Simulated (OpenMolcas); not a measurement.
SiCl3O (SMILES [O][Si](Cl)(Cl)Cl): the vertical ionisation energy from total energies

SiCl3O has 5 atoms, charge 0, and is taken as a doublet. As SMILES, `[O][Si](Cl)(Cl)Cl`. Geometry: relaxed at PBE0-D4/def2-TZVP.

Both states at this one shape; open shells run unrestricted unless said. 1 Eh = 27.2114 eV.

```tsv
level	program	doublet SiCl3O (Eh)	singlet SiCl3O+ (Eh)
USVWN5/def2-SVP	OpenMolcas	-1738.710561	-1738.282669
U-r2SCAN/def2-SVP	OpenMolcas	-1744.700154	-1744.244169
UPBE0/def2-SVP	OpenMolcas	-1744.182394	-1743.714146
```

**Question.** Work out the vertical ionisation energy at each level.

**Answer.** 
1. USVWN5/def2-SVP: -1738.282669 − (-1738.710561) = 0.427892 Eh = 11.64 eV.
2. U-r2SCAN/def2-SVP: -1744.244169 − (-1744.700154) = 0.455985 Eh = 12.41 eV.
3. UPBE0/def2-SVP: -1743.714146 − (-1744.182394) = 0.468248 Eh = 12.74 eV.

No measured value is set beside it here; the levels span 11.64 to 12.74 eV.
